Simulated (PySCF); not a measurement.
Species: C2F4O.
Structure used (PBE0-D3(BJ)/def2-TZVP), in Å, numbered top down from 1:
```
atom  x, y, z in Å
O1     1.3184    0.7426   -1.1406
C2     0.7609   -0.0779   -0.5164
F3     1.1430   -1.3458   -0.4479
C4    -0.5128    0.1236    0.3286
F5    -0.3020   -0.2781    1.5774
F6    -1.5064   -0.5950   -0.1886
F7    -0.8583    1.3957    0.3346
```

All values: wB97X-D/pcSseg-2 (PySCF, non-relativistic), on one gas-phase PBE0-D3(BJ)/def2-TZVP geometry that isn't relaxed in the solvent. The solvent is an IEF-PCM continuum (Bondi radii, 1.10 Å for H, scaled by 1.2). Only the electrostatic response of the medium enters.

Gas phase at wB97X-D/pcSseg-2: HOMO -12.09 eV, LUMO 0.06 eV, dipole 0.74 D.

Q: What does the continuum do to the energy, the frontier levels and the dipole at wB97X-D/pcSseg-2 in chloroform?

A: 
| solvent | ε | E(solvent) − E(gas) (kJ/mol) | polarisation term (kJ/mol) | distortion of the solute (kJ/mol) | HOMO (eV) | LUMO (eV) | dipole (D) |
| --- | --- | --- | --- | --- | --- | --- | --- |
| chloroform | 4.711 | -6.68 | -7.07 | 0.39 | -12.00 | 0.21 | 0.87 |

The first energy column is the sum of the next two and covers electrostatics alone.

Q: Give the dipole vector in the frame of the coordinates (D, pointing from negative to positive charge), gas and chloroform.

A: Gas (-0.38, -0.46, 0.43), solvent (-0.44, -0.56, 0.51). Its length changes by +18 % and its direction by 1°.

wB97X-D is run here without its empirical dispersion term; that term would change no orbital, density or response property at a fixed geometry.
